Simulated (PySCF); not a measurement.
# Excitation energy of Xe⁺ by level of theory

Xe⁺ [Kr] 4d10 5s2 5p5 (2P) → Xe⁺ [Kr] 4d10 5s1 5p6 (2S), as a difference of total energies. Computed with PySCF 2.14 in x2c-TZVPPall, with the spin-free X2C one-electron Hamiltonian (Gaussian nucleus). Correlated levels: valence and next inner shell: [Ar] 3d10 frozen. The calculations carry no spin-orbit coupling.

Order these methods by the excitation energy they give, lowest first.
A. CCSD(T) (valence and next inner shell)
B. MP2 (valence and next inner shell)
C. SCS-MP2 (valence and next inner shell)
D. CCSD (valence and next inner shell)

A (89902 cm⁻¹), D (97051 cm⁻¹), C (100350 cm⁻¹), B (101280 cm⁻¹).

Errors of the correlated levels include the incompleteness of this basis and the frozen core.

The coupled-cluster amplitudes are large for the upper state (T1 above 0.03 or a double amplitude above 0.15), so a single reference is strained.

For comparison: 87362 cm⁻¹ (measured; NIST levels, between the centres of gravity of the two terms).
